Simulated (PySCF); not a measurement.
Compound: C₄H₃ClF₂Si.
Numbering: `[F:1][C:2]1=[CH:3][CH:4]=[CH:5][Si@:6]1([F:7])[Cl:8]` (hydrogens: H9 on C3; H10 on C4; H11 on C5)

Level of theory: core-valence-separated Tamm–Dancoff BHandHLYP/aug-pcX-1 (pcseg-1 on H, def2-SVPD on Si, def2-SVPD on Cl) in PySCF, non-relativistic, gas phase, PBE0-D3(BJ)/def2-SVP geometry.

Computed carbon K-edge spectrum, Gaussian lines of 0.3 eV full width, highest printed point 100; it ends one width below the last computed root. BHandHLYP without relativity tends to put these K edges a few eV too low, so spacings mean more than positions.

(photon energy (eV), absorption): (281.4, 1), (281.5, 8), (281.6, 26), (281.7, 46), (281.8, 42), (281.9, 22), (282.0, 13), (282.1, 31), (282.2, 71), (282.3, 100), (282.4, 86), (282.5, 44), (282.6, 13), (282.7, 2), (282.8, 0), (282.9, 0), (283.0, 0), (283.1, 0), (283.2, 0), (283.3, 1), (283.4, 9), (283.5, 31), (283.6, 57), (283.7, 57), (283.8, 31), (283.9, 9), (284.0, 1), (284.1, 0), (284.2, 0), (284.3, 0), (284.4, 0), (284.5, 0), (284.6, 0), (284.7, 0), (284.8, 0), (284.9, 0), (285.0, 0), (285.1, 0), (285.2, 0), (285.3, 0), (285.4, 0), (285.5, 0), (285.6, 2), (285.7, 8), (285.8, 15), (285.9, 18), (286.0, 20), (286.1, 28), (286.2, 42), (286.3, 47), (286.4, 37), (286.5, 31), (286.6, 36), (286.7, 38), (286.8, 30), (286.9, 31), (287.0, 41), (287.1, 51), (287.2, 56), (287.3, 52), (287.4, 33), (287.5, 14), (287.6, 6)

Task: Assign the maxima to core holes.

Result: 6 maxima:
- 281.7 eV: C5 (alkene CH carbon), 281.74 eV, f = 0.043, 1s→π*, 100 % of the height at the exact maximum
- 282.3 eV: C3 (alkene CH carbon), 282.37 eV, f = 0.055, 1s→π*, 56 % of the height at the exact maximum; C4 (alkene CH carbon), 282.26 eV, f = 0.045, 1s→π*, 44 % of the height at the exact maximum
- 283.6 eV: C2 (vinylic C–F carbon), 283.65 eV, f = 0.055, 1s→π*, 100 % of the height at the exact maximum
- 286.3 eV: C3 (alkene CH carbon), 286.27 eV, f = 0.023, 53 % of the height at the exact maximum; C3 (alkene CH carbon), 286.34 eV, f = 0.017, 36 % of the height at the exact maximum
- 286.7 eV: C4 (alkene CH carbon), 286.63 eV, f = 0.017, 48 % of the height at the exact maximum; C5 (alkene CH carbon), 286.69 eV, f = 0.017, 47 % of the height at the exact maximum
- 287.2 eV: C2 (vinylic C–F carbon), 287.28 eV, f = 0.036, 63 % of the height at the exact maximum; C5 (alkene CH carbon), 287.09 eV, f = 0.021, 25 % of the height at the exact maximum

Further lines of some strength in the range: C5, 285.85 eV, f = 0.013; C5, 286.10 eV, f = 0.011; C4, 286.97 eV, f = 0.016.

Roots within 0.03 eV on the same or equivalent atoms count as one line; shares under 12 % aren't listed.

Vibrational structure and lifetime widths aren't in the curve. The ionisation threshold wasn't computed; near and above it a finite basis only mimics Rydberg series and continuum.
